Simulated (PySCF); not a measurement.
**Name the molecule from its bond curve**

A diatomic of charge 0 contains Nd. Its octet curve at PBE0 in a double-zeta basis (spin-free X2C with a Gaussian nucleus, PySCF), in eV from the separated fragments:

(R (Å), E (eV)): (2.013, -1.265), (2.107, -1.596), (2.200, -1.781), (2.271, -1.847), (2.341, -1.864), (2.411, -1.844), (2.505, -1.773), (2.622, -1.639), (2.762, -1.431), (2.950, -1.112)

The fit gives ωe = 457 cm⁻¹ and the rotational constant Bₑ = 0.3026 cm⁻¹.

Which atom is the partner?

The minimum lies at 2.335 Å, so the reduced mass is 16.8576 u Å² cm⁻¹/(Bₑ·Re²) = 10.22 u. With Nd at 141.91 u the partner weighs about 11.0 u: B. The molecule is NdB.

Spin–orbit coupling is left out. With d or f electrons several states lie close, and the lowest PBE0 determinant need not be the measured ground state.
